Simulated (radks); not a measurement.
Spherical jellium clusters: N electrons in a uniform positive sphere of charge N and radius rs N^(1/3), rs = 4.07 bohr. Calculated with a radial shooting solver with Libxc functionals: non-relativistic Kohn-Sham, LDA (Slater exchange, Perdew-Wang correlation), spin-polarised, spherical densities. Levels are named by radial order and angular momentum (1s, 1p, 1d, 2s, ...), and open shells are averaged over m.

N = 11, configuration 1s2 1p6 1d(up 3, down 0). This is the lowest configuration that the search found. Occupied and some empty levels:

level    occupation  eigenvalue (eV)  <r> (bohr)
1s up             1          -4.8245       5.889
1s down           1          -4.5682       5.700
1p up             3          -3.8084       7.017
1p down           3          -3.4844       6.977
1d up             3          -2.5444       7.975
1d down           0          -2.2079       8.052
2s up             0          -1.9961       7.353
2s down           0          -1.8269       7.521
1f up             0          -1.1470       9.071
1f down           0         -0.84244       9.333
2p up             0         -0.79471       10.20
2p down           0         -0.64924       10.64

Energy (eV): total -19.2296, kinetic 18.884, external -427.80, Hartree 210.24, exchange-correlation -38.805, background 218.25.
